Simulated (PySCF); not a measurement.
**Trend along group 15: MNa cations**

PBE0 with double-zeta basis sets in PySCF, for the lowest determinant that a PBE0 search found; no spin–orbit coupling. De refers to high-spin ground-configuration atoms (the charge goes to the atom of lower measured ionisation energy or higher electron affinity, which is not always the lowest computed limit). A positive dipole points towards Na; it is taken about the centre of mass and depends on that origin.

| M | basis | charged atom | state (unpaired electrons) | Re (Å) | ωe (cm⁻¹) | De (eV) | μ (D) |
| --- | --- | --- | --- | --- | --- | --- | --- |
| N | def2-SVP | Na+ | quartet (σ ↑, π ↑↑) | 2.673 | 142 | 0.17 | 4.19 |
| As | def2-SVP | Na+ | quartet (σ ↑, π ↑↑) | 3.200 | 103 | 0.27 | 9.80 |
| Sb | cc-pVDZ/cc-pVDZ-PP | Na+ | quartet (σ ↑, π ↑↑) | 3.350 | 104 | 0.33 | 10.74 |
| Bi | def2-SVP | Na+ | quartet (σ ↑, π ↑↑) | 3.439 | 94.2 | n/a | 11.90 |

Question: The row for M = P is missing. Estimate Re, ωe and De as the mean of the rows for N and As, and compare with the calculation.

Answer: The means are 2.937 Å, 122 cm⁻¹ and 0.22 eV. PBE0 in def2-SVP gives NaP⁺ as a quartet (σ ↑, π ↑↑) with Re = 3.119 Å, ωe = 120 cm⁻¹, De = 0.27 eV, so the estimate is off by -18.3 pm, +2 % and -0.05 eV.

The rows differ in basis set, which adds steps of its own.

Weak bonds: NaAs⁺, NaN⁺, NaP⁺, NaSb⁺. Basis-set superposition, not corrected here, can be much of De in a small basis, most of all at correlated wavefunction levels. Spin–orbit coupling is left out, which matters for elements this heavy, above all for dissociation energies. For an ion De counts to the pair picked by the measured ionisation energies or electron affinities, which need not be the lowest pair at this level. States were picked by a PBE0 search and need not be the measured ground states.
